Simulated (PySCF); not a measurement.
CH3ClSZn, SMILES C[S][Zn][Cl].

Geometry: PBE0-D3(BJ)/def2-SVP. The structure was generated by enumeration; whether it is a known compound was not checked. Other conformers were not sampled.

Level of theory: M06-2X/def2-TZVP run with PySCF.

Symmetry labels are those of the subgroup Cs that the program uses (full group Cs).

Computed valence orbital energies around the gap with their symmetry:
```csv
orbital,symmetry,energy (eV)
HOMO−7,A',-13.81
HOMO−6,A",-13.69
HOMO−5,A',-11.93
HOMO−4,A',-11.53
HOMO−3,A",-10.33
HOMO−2,A',-10.31
HOMO−1,A',-9.43
HOMO,A",-8.24
LUMO,A',-0.61
LUMO+1,A',-0.34
LUMO+2,A",0.14
LUMO+3,A',2.07
```
